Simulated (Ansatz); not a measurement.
Si$_{2}$H$_{7}$OF, closed shell: at the start structure of a reaction step.

The input file, in.yaml:

```yaml
crystal:
  periodic: [false, false, false]
  atoms:
    - {symbol: Si, position_ang: [-0.922248, 0.631871, -1.114368]}
    - {symbol: H, position_ang: [0.136351, 1.681010, -1.293599]}
    - {symbol: O, position_ang: [-0.268711, -0.712624, -0.484935]}
    - {symbol: Si, position_ang: [0.345971, -1.478344, 0.833342]}
    - {symbol: H, position_ang: [-1.472212, 0.329963, -2.455540]}
    - {symbol: H, position_ang: [-1.971127, 1.196196, -0.229665]}
    - {symbol: H, position_ang: [1.151003, 1.857501, 0.121590]}
    - {symbol: F, position_ang: [1.439144, 1.660258, 0.980830]}
    - {symbol: H, position_ang: [-0.188869, -0.869911, 2.076427]}
    - {symbol: H, position_ang: [1.825119, -1.396631, 0.811926]}
    - {symbol: H, position_ang: [-0.074521, -2.899391, 0.753992]}
basis:
  gaussian: {orbitals: def2-TZVPP}
hamiltonian: {xc: lda}
```

Command:

```bash
ansatz run in.yaml --threads 4 --pin off --events-out ev --progress --plain --max-ram 9574MiB
```

The run's output (Ansatz 0.2.0):

```
Functional definition: SPW92
  name "SPW92"
  cite "Dirac, Proc. Camb. Phil. Soc. 26, 376 (1930) doi:10.1017/S0305004100016108"
  cite "Slater, Phys. Rev. 81, 385 (1951) doi:10.1103/PhysRev.81.385"
  cite "Perdew & Wang, Phys. Rev. B 45, 13244 (1992) doi:10.1103/PhysRevB.45.13244"
  exchange = slater_x
  correlation = pw_c
1296 factors; their error is unknown
mean field evaluation 1: about -20533.0872 eV, gradient 7.0e1 eV
mean field evaluation 2: about -20494.4042 eV, gradient 1.6e2 eV
mean field evaluation 4: about -20540.7048 eV, gradient 1.4e1 eV
mean field evaluation 8: about -20540.9548 eV, gradient 1.2e-1 eV
mean field evaluation 16: about -20540.9208 eV, gradient 6.7e-5 eV
mean field -20540.92079418 eV, -754.8649160498 hartree, gradient 6.7e-5 eV, S^2 0.000000; 0 other end points of the search recorded, 0 dependent functions left out
reference -20540.92083649 eV, -754.8649176048 hartree; 26, 26 occupied and 218, 218 virtual orbitals, 1296 factors
Total energy: -20540.92083649 eV, -754.8649176048 hartree
```

Hardware: 4 CPU threads of an Arm Neoverse V1, shared host. Wall time about 1 s.
